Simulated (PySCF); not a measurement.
# Ni: excitation energy

Ni [Ar] 3d8 4s2 (3F) → Ni [Ar] 3d7 4s2 4p1 (high-spin determinant), as a difference of total energies. Calculation: PySCF 2.14, in x2c-TZVPPall; the spin-free X2C one-electron Hamiltonian (Gaussian nucleus). Correlated levels: valence and next inner shell: [Ne] frozen. The calculations carry no spin-orbit coupling.

| method | excitation energy (eV) |
| --- | --- |
| UHF | 6.293 |
| MP2 (valence and next inner shell) | 8.263 |
| SCS-MP2 (valence and next inner shell) | 8.144 |
| CCSD (valence and next inner shell) | 7.854 |
| CCSD(T) (valence and next inner shell) | 7.696 |

Question: How much does correlation contribute at CCSD(T) (valence and next inner shell)?

Answer: 7.696 − (6.293) = 1.403 eV, measured against UHF.

A first-order spin-orbit estimate (lowest level to lowest level, LS coupling) adds 0.016 eV.

The upper state lies above the first ionisation limit, but in LS coupling its spin forbids autoionisation to the ground ion.

The basis was made for the ground configuration and has no added diffuse functions, so the excitation energy can come out too high.

The coupled-cluster amplitudes are large for the upper state (T1 above 0.03 or a double amplitude above 0.15), so a single reference is strained.

The determinant of the upper state mixes LS terms, which raises its energy above the lowest term, most at the Hartree-Fock and MP2 levels.
